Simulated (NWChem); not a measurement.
System: CHF$_{2}$O$_{3}$S, doublet; SMILES O=S(=O)(O)[C](F)F

Here is an NWChem input.

```
start job
memory heap 200 mb stack 900 mb global 1100 mb
geometry units angstroms noautoz
  O     -1.167089    -1.235653    -0.650979
  S      0.033613    -0.683032    -0.067215
  O      1.362351    -1.164988    -0.321389
  O     -0.164745    -0.653275     1.540137
  C      0.039291     1.069033    -0.473922
  F      1.091392     1.733135    -0.085444
  F     -1.077663     1.693669    -0.199453
  H     -1.105633    -0.803866     1.728069
end
basis spherical
  * library 6-311++g**
end
dft
  odft
  mult 2
  xc pbe0
  iterations 150
  mulliken
end
task dft energy
```

Geometry: optimised at PBE0/def2-SVP, spin-unrestricted. Not confirmed as a minimum by frequencies. No stability test was run on the SCF state.

### Question
What results follow from this input? (PBE0/6-311++G** (spherical d), spin-unrestricted.) Quantities: basis functions; energy (Ha); highest occupied level (eV); lowest empty minus highest occupied level, either spin (eV); dipole (D); <S²>.

### Answer
```
Property                                                      Result
-----------------------------------------------------------  -------
number of basis functions                                        169
energy (Ha)                                                  -861.66
highest occupied level (eV)                                    -8.23
lowest empty minus highest occupied level, either spin (eV)     4.78
dipole (D)                                                      2.70
<S²>                                                           0.753
```
